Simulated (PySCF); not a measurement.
# HIO: from structure and modes to constants

These are results of PBE0 in PySCF with I def2-TZVP with ECP28, O def2-TZVP, H def2-TZVP; scalar-relativistic core potentials, no spin–orbit coupling; density-fitted integrals, not measurements.

The singlet minimum has Cs symmetry. Masses (u): I 126.90447, O 15.99492, H 1.00782.

```xyz
3
charge 0 multiplicity 1, angstrom
I     0.1514    0.0000   -0.1307
O    -1.2930    0.0000    0.9929
H     1.4543    0.0000    0.8873
```

Harmonic wavenumbers (cm⁻¹): 721.6 (a', ×1), 760.5 (a', ×1), 2090.5 (a', ×1).

Task: Find the vibrational entropy and heat capacity at 298.15 K.

Result: With u = 1.43878 ω/T, each mode gives S = R[u/(eᵘ−1) − ln(1−e⁻ᵘ)] and C = R u² eᵘ/(eᵘ−1)².
```csv
ω (cm⁻¹),u,S (J/(mol K)),C (J/(mol K))
721.6,3.482,1.18,3.30
760.5,3.670,1.01,3.00
2090.5,10.088,0.00,0.04
```
The sums over all modes are S = 2.2 and C = 6.3 J/(mol K); the softest mode gives 54 % of the entropy.

Task: Give the standard entropy (298.15 K, 1 bar) by its translational, rotational, vibrational and spin parts, and Cp.

Result: Sackur–Tetrode with M = 143.91 u gives 170.8; rotation with symmetry number 1 gives 84.8; vibration 2.2; spin R ln 1 = 0.0. The total is 257.8 J/(mol K), and Cp = 4 R + 6.3 = 39.6 J/(mol K).

Other isomers or separated fragments may lie lower.
